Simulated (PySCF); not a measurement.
C₄H₁₁FSi, SMILES CC(C)C[SiH2]F.

Coordinates come from a B3LYP-D3(BJ)/def2-SVP optimisation. This is a generated structure with no PubChem entry under its InChIKey; it may be hypothetical. One conformer was computed; it need not be the lowest.

Computed with TDA-PBE/def2-SVPD in PySCF.

Vertical excitations. 

Computed UV-visible absorptions:
```csv
state,energy (eV),λ (nm),f,main pairs
S1,6.83,182,0.002,HOMO→LUMO 99 %
S2,7.22,172,0.035,HOMO→LUMO+1 99 %
S3,7.39,168,0.002,HOMO−1→LUMO 88 %
S4,7.55,164,0.004,HOMO−2→LUMO 87 %
S5,7.75,160,0.002,"HOMO−3→LUMO 77 %, HOMO−1→LUMO+1 14 %"
S6,7.77,160,0.004,"HOMO−1→LUMO+1 84 %, HOMO−3→LUMO 14 %"
T1,6.57,189,0,HOMO→LUMO 99 %
T2,7.01,177,0,HOMO→LUMO+1 99 %
```
Triplets are in the Tamm–Dancoff approximation.
